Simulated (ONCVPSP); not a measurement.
**N (Z = 7): excitation energies, all-electron against ONCV**

```
Element                 : N (Z = 7)
Generator               : ONCVPSP 4.0.1
Type                    : optimised norm-conserving Vanderbilt (ONCV)
Functional              : PBE
Relativity              : non-relativistic
Frozen core             : none
Valence charge          : 7
Reference configuration : 1s2 2s1.5 2p3.5
Partial waves           : 1s+2s: rc 0.50 bohr, ncon 5, nbas 8, qcut 31.5 1/bohr, 2 projectors; 2p: rc 1.65 bohr, ncon 4, nbas 7, qcut 8.8 1/bohr, 3 projectors, debl 1.3 Ha
Local potential         : polynomial inside 0.35 bohr (lpopt 5, dvloc0 0 Ha)
Core correction         : none
```

Energies are relative to the spin-unpolarised reference configuration 1s2 2s1.5 2p3.5; without spin polarisation the order of configurations can differ from experiment.

```csv
valence configuration,charge,ΔE all-electron (eV),error AE − PS (meV)
1s2 2s2 2p2,+1,7.862,+34
1s2 2s2 2p1,+2,36.720,+216
1s2 2s1 2p3,+1,19.609,-5.2
```

**Question.** What are ΔE and the potential's error for 1s2 2s2 2p3?

**Answer.** ΔE = -5.735 eV all-electron; the error (AE − PS) is -1.5 meV.
